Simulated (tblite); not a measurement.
C7H9N (charge +1 and doublet state).
Numbering: `[N:1]#[C:2][C@@H:3]1[CH2:4][CH+:5][CH:6][CH2:7][CH2:8]1` (hydrogens: H9 on C3; H10, H11 on C4; H12 on C5; H13 on C6; H14, H15 on C7; H16, H17 on C8)

Geometry (GFN2-xTB, Å), atoms numbered from 1 in this order:
```xyz
17
C7H9N angstrom
N      1.8024   -1.3675    1.8372
C      1.4243   -1.0901    0.7989
C      0.8759   -0.7139   -0.4892
C      1.0642    0.7861   -0.7118
C      0.0999    1.6084    0.0316
C     -0.9564    1.0739    0.7034
C     -1.3867   -0.3170    0.5352
C     -0.6187   -1.0688   -0.5458
H      1.4296   -1.2837   -1.2447
H      2.0920    1.1007   -0.4887
H      0.9428    1.0305   -1.7808
H      0.2590    2.6789    0.0265
H     -1.5137    1.6811    1.4055
H     -1.2939   -0.7997    1.5237
H     -2.4664   -0.3634    0.3420
H     -0.7581   -2.1437   -0.4203
H     -1.0032   -0.7998   -1.5324
```

All values are computed: GFN2-xTB (tblite) harmonic vibrations without scaling, gas phase. Against measured fundamentals such values can be off by several per cent, at times by over 20. One conformer, not necessarily the lowest. Open shells enter through the occupations alone, without spin polarisation, and single modes of such species can be off by tens of per cent.

Harmonic wavenumbers (cm⁻¹): 84.3, 135.9, 200.8, 262.5, 316.7, 386.1, 448.2, 546.6, 572.4, 659.2, 707.8, 753.3, 834.1, 844.6, 873.8, 917.4, 933.5, 969.0, 990.7, 1040.8, 1068.3, 1087.2, 1103.2, 1127.4, 1177.4, 1220.0, 1239.8, 1267.0, 1284.7, 1292.2, 1323.3, 1334.8, 1355.1, 1443.5, 1486.0, 2417.5, 2831.7, 2838.5, 2918.3, 2925.3, 2931.5, 2985.4, 3006.1, 3053.2, 3063.9.

A = 2983, B = 1968, C = 1763 MHz; mass 107.073 u (most abundant isotopes); point group C1, symmetry number 1; spin multiplicity 2.

Question: What is the zero-point energy?

Answer: Half the sum of the wavenumbers: 30130 cm⁻¹ = 86.14 kcal/mol.

Question: Entropy at 273.15 K, 1 bar (ideal gas, RRHO, classical rotation)?

Answer: Translation 39.51, rotation 27.57, vibration 15.20, spin (R ln 2) 1.38: S = 83.7 cal/(mol K).

Question: And Cp and H(273.15 K) − H(0)?

Answer: Cp = 28.64 cal/(mol K), of which vibrations give 20.69 (their classical limit is 45 R = 89.4); H(273.15 K) − H(0) = 4.62 kcal/mol without the zero-point energy, 2.45 from vibrations.

Question: Blend soft modes into free rotors: weight 1/[1 + (100 cm⁻¹/ν̃)⁴] for the oscillator and the rest for a rotor with moment μB/(μ + B), μ = h/(8π²ν), B = 10⁻⁴⁴ kg m². What vibrational entropy results?

Answer: 14.72 cal/(mol K) in place of 15.20, which changes −T·S at 273.15 K by +0.13 kcal/mol.

Question: Which modes carry the vibrational entropy at 273.15 K?

Answer: 84.3 cm⁻¹: 3.62; 135.9 cm⁻¹: 2.69; 200.8 cm⁻¹: 1.97; 262.5 cm⁻¹: 1.49; 316.7 cm⁻¹: 1.19; 386.1 cm⁻¹: 0.89 cal/(mol K); the other 39 give 3.36 together.

Hindered rotation and anharmonicity are outside this model. Other conformers, if any are populated, would add a mixing term that is left out. The structure is chiral; the term R ln 2 for an equal mix with its mirror image is left out.

Time: 0.56 s of wall time. Hardware: one thread of an Arm Neoverse V1, no GPU, shared host with 64 logical CPUs at a one-minute load of 19. The figure is for the frequency step alone.
